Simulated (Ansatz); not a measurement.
BBr$_{3}$, charge +1, doublet, at a GFN2-xTB geometry (a state made from the parent by changing its charge; the spin is typed, not shown lowest); CASSCF(5,5)/STO-3G in Ansatz (a program for electronic structure).

The Ansatz input:
Ansatz 0.2 input:
```yaml
crystal:
  periodic: [false, false, false]
  atoms:
    - {symbol: B, position_ang: [0.02326551, -0.02584058, -0.04968969]}
    - {symbol: Br, position_ang: [-1.50209672, -1.12710392, -0.11364283]}
    - {symbol: Br, position_ang: [-0.00842187, 1.66897290, -0.86834960]}
    - {symbol: Br, position_ang: [1.50719494, -0.53817747, 0.98909095]}
basis:
  gaussian:
    orbitals: STO-3G
hamiltonian:
  xc: hf
total_charge: 1
correlation: {active_space: {window: {electrons: 5, orbitals: 5}}}
magnetization: {spin_polarized: false, initial_magnetization: 1}
```

Output, abridged:

```
Functional definition: HF
601 factors; integrals over basis functions are off by at most 2.9e-5 eV
mean field evaluation 1: about -208386.6868 eV, gradient 2.5e1 eV
mean field evaluation 2: about -208386.7217 eV, gradient 2.5e1 eV
mean field evaluation 4: about -208389.4065 eV, gradient 1.2e0 eV
mean field evaluation 8: about -208389.4138 eV, gradient 2.3e-2 eV
mean field evaluation 16: about -208389.9024 eV, gradient 5.7e-1 eV
mean field evaluation 32: about -208389.5602 eV, gradient 1.7e-6 eV
mean field evaluation 64: about -208387.5984 eV, gradient 1.6e1 eV
mean field evaluation 96: about -208389.5609 eV, gradient 1.0e-3 eV
mean field evaluation 128: about -208389.8742 eV, gradient 4.1e-1 eV
mean field evaluation 160: about -208389.7922 eV, gradient 3.5e0 eV
mean field evaluation 192: about -208389.3752 eV, gradient 7.1e-1 eV
mean field evaluation 224: about -208389.9052 eV, gradient 1.5e-4 eV
mean field -208389.90522072 eV, -7658.1877651106 hartree, gradient 1.5e-6 eV, S^2 0.750000; 23 other end points of the search recorded, 0 dependent functions left out
reference -208389.90522072 eV, -7658.1877651106 hartree; 55, 54 occupied and 4, 5 virtual orbitals, 601 factors
state -208390.71472412 eV, -7658.2175138117 hartree
Total energy: -208390.71472412 eV, -7658.2175138117 hartree
```
